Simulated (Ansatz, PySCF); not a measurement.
C3H9N, SMILES CNCC.

Geometry: B3LYP-D3(BJ)/def2-SVP. One conformer was computed; it need not be the lowest.

Vertical ionisation energy (IE) and electron affinity (EA) in eV. Rows of orbital energies are one-electron estimates. Where ΔSCF, EOM or ADC give a negative EA the extra electron is unbound and the value depends on the basis.

```json
[
 {"level": "−ε(HOMO), −ε(LUMO), B3LYP/def2-TZVP (PySCF)", "IE": "?", "EA": "?"},
 {"level": "−ε(HOMO), −ε(LUMO), PBE/def2-TZVP (PySCF)", "IE": "4.94", "EA": "-0.39"},
 {"level": "ΔSCF, PBE0/def2-TZVPD (Ansatz), final states of multiplicity 2 and 2", "IE": "8.61", "EA": "-1.40"},
 {"level": "ΔSCF, PBE/def2-TZVPD (Ansatz), final states of multiplicity 2 and 2", "IE": "8.53", "EA": "-1.24"}
]
```

Q: Complete the blanks. (The exact figures need the calculation; the answer reports its results.)

A: 
- −ε(HOMO), −ε(LUMO), B3LYP/def2-TZVP (PySCF), IE: 6.15
- −ε(HOMO), −ε(LUMO), B3LYP/def2-TZVP (PySCF), EA: -0.86

Q: What vertical singlet–triplet gap does ΔSCF give with PBE0/def2-TZVPD (Ansatz, a quantum-chemistry and plane-wave program) and with PBE/def2-TZVPD (Ansatz)? (An estimate is asked for; the answer gives what the named calculation found.)

A: 5.42 and 5.21 eV (triplet above singlet where positive).
